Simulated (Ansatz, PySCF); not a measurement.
C2H7AlO2 (SMILES CC[O][AlH][OH]), singlet, at a GFN2-xTB geometry (such geometries of metal compounds can be far from the true shape), with bond 10-7 at 1.8 times its length. Base run: CASSCF(4,5)/STO-3G run with PySCF.

The PySCF input:
```python
from pyscf import gto, scf, mcscf
import numpy

mol = gto.M(
    atom='''
Al    0.31749978   -0.25262568    1.15443645
H     0.62242307   -1.70768518    1.31745954
O     0.55390032    0.67666962    2.48672999
H     0.69302469    1.21050334    3.25542679
O    -0.21956599    0.22685603   -0.32803958
C    -0.62972894    0.42671272   -1.64753553
C    -0.30511129   -0.78275227   -2.51558982
H    -1.71152904    0.61049307   -1.65780446
H    -0.12506718    1.31567383   -2.04645916
H    -1.20599154   -2.36808753   -1.80427583
H    -0.63368828   -0.61013580   -3.53731377
H     0.76730671   -0.96318916   -2.50933872
''',
    basis='sto-3g',
    verbose=4,
)

mf = scf.RHF(mol)
mf.kernel()
mc = mcscf.CASSCF(mf, 5, 4)
mc.fix_spin_(ss=0.0)
mc.kernel()
occ = numpy.linalg.eigvalsh(mc.fcisolver.make_rdm1(mc.ci, mc.ncas, mc.nelecas))[::-1]
ss = mc.fcisolver.spin_square(mc.ci, mc.ncas, mc.nelecas)[0]
print('natural occupations', occ.round(4), ' <S^2>', round(ss, 4))
```

Programs used: Ansatz (a program for electronic structure), PySCF; a row that names a program was run with it.

The base run was repeated with changes; each row names its change, and settings that it needs were set with it.

```json
[
 {"change": "base", "ΔE vs base (kcal/mol)": "0.000", "natural occupations": "1.98 1.72 0.28 0.02 0.00", "<S^2> of the state": "0.00"},
 {"change": "conv_tol = 1e-5", "ΔE vs base (kcal/mol)": "0.000", "natural occupations": "1.98 1.72 0.28 0.02 0.00", "<S^2> of the state": "0.00"},
 {"change": "active space = 8 electrons, 8 orbitals", "ΔE vs base (kcal/mol)": "-14.69", "natural occupations": "1.99 1.99 1.98 1.72 0.28 0.02 0.01 0.01", "<S^2> of the state": "0.00"},
 {"change": "orbitals = fixed (CASCI); correction = SC-NEVPT2", "ΔE vs base (kcal/mol)": "-83.6", "natural occupations": "2.00 1.99 0.01 0.00 0.00", "<S^2> of the state": "0.00"},
 {"change": "start = MP2 natural orbitals", "ΔE vs base (kcal/mol)": "0.000", "natural occupations": "1.98 1.72 0.28 0.02 0.00", "<S^2> of the state": "0.00"},
 {"change": "fix_spin_ = off", "ΔE vs base (kcal/mol)": "0.000", "natural occupations": "1.98 1.72 0.28 0.02 0.00", "<S^2> of the state": "0.00"},
 {"change": "active space = 6 electrons, 4 orbitals", "ΔE vs base (kcal/mol)": "10.53", "natural occupations": "2.00 2.00 1.72 0.28", "<S^2> of the state": "0.00"},
 {"change": "orbitals = fixed (CASCI)", "ΔE vs base (kcal/mol)": "61.65", "natural occupations": "2.00 1.99 0.01 0.00 0.00", "<S^2> of the state": "0.00"},
 {"change": "code = ansatz", "ΔE vs base (kcal/mol)": "-0.063", "natural occupations": "-", "<S^2> of the state": "-"},
 {"change": "code = ansatz; correction = SC-NEVPT2, all electrons", "ΔE vs base (kcal/mol)": "-107.9", "natural occupations": "-", "<S^2> of the state": "-"},
 {"change": "state_average = 2 states", "ΔE vs base (kcal/mol)": "20.57", "natural occupations": "-", "<S^2> of the state": "-"}
]
```

Active orbitals are taken around the Fermi level unless the row says otherwise; CASSCF can end in different local minima, and two programs can end on different orbitals. State-averaged rows give the lowest state.
